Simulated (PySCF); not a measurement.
## Correlation energy of Se (selenium, neutral)

[Ar] 3d10 4s2 4p4, high-spin 3P determinant. All numbers are calculated (PySCF 2.14, the non-relativistic Hamiltonian (point nucleus), in dyall-av2z (16s12p8d, 92 functions)). Frozen: [Ar] 3d10; 6 electrons correlated; the 39 highest virtual orbitals of each spin left out.

```tsv
level	correlation energy (mhartree)
CCSD	-98.23
(T)	-1.92
CCSD(T)	-100.15
```

Diagnostics: T1 = 0.0084, D1 = 0.0260, largest double amplitude 0.043.

Cost of the coupled-cluster step: about 2.8 core-seconds, for 6 correlated electrons.
